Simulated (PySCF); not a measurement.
Calculation: PBE-D3(BJ)/def2-TZVP // TPSS-D3(BJ)/def2-SVP (PySCF 2.14.0). Isolated molecules, 0 K electronic values unless said otherwise. One relaxed conformer stands for a flexible species; it need not be the lowest. 

Reference species: [Mo(F)6] (neutral, multiplicity 1).

```yaml
charge on the central atom (Mulliken): 1.82 e
coordination_number: 6
LUMO: -6.31 eV
HOMO–LUMO gap: 4.37 eV
```

Changed species: [Mo(F)3(OH)3] (3 of 6 F replaced by OH; the reference has 0 of 6 F replaced by OH).

Question: What does the change do to the charge on the central atom (Mulliken), coordination number, LUMO and HOMO–LUMO gap?

Answer: the charge on the central atom (Mulliken) falls by 0.18 e, to 1.64 e; the coordination number hardly moves; the LUMO increases by 1.44 eV, to -4.87 eV; the HOMO–LUMO gap decreases by 1.07 eV, to 3.30 eV.
